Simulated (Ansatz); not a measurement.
`[SiH3]C[CH2][GeH3]` + `BS` → `B[S][GeH3]` + `CC[SiH3]`  (ligand exchange at a Ge–C bond)

Isolated molecules relaxed with PBE0-D4/def2-TZVP in Ansatz; ΔE leaves out vibrations. CCSD(T)/CBS adds triple-zeta CCSD(T) − MP2 to the extrapolated MP2 energy (def2 sets, frozen cores). This one scheme is used for every species. For Ge outer-core shells are correlated without core-valence functions, which leaves a few kJ/mol of doubt a bond. Scalar relativity is left out up to krypton. Each species was taken in one conformer, which may not be the lowest.

| species | CCSD(T)/CBS(def2) energy (Eh) |
| --- | --- |
| `[SiH3]C[CH2][GeH3]` | -2447.30183 |
| `BS` | -424.38198 |
| `B[S][GeH3]` | -2501.70931 |
| `CC[SiH3]` | -369.99568 |

Work out ΔE.

ΔE = (-2501.70931) + (-369.99568) − (-2447.30183) − (-424.38198) = -0.02118 Eh = -55.6 kJ/mol.

Largest T1 diagnostic among the species: 0.015.

In def2-TZVPP, CCSD(T) changes the Hartree–Fock value by +12.0 kJ/mol (the triples alone add +0.3 kJ/mol) and MP2 by +10.0 kJ/mol.
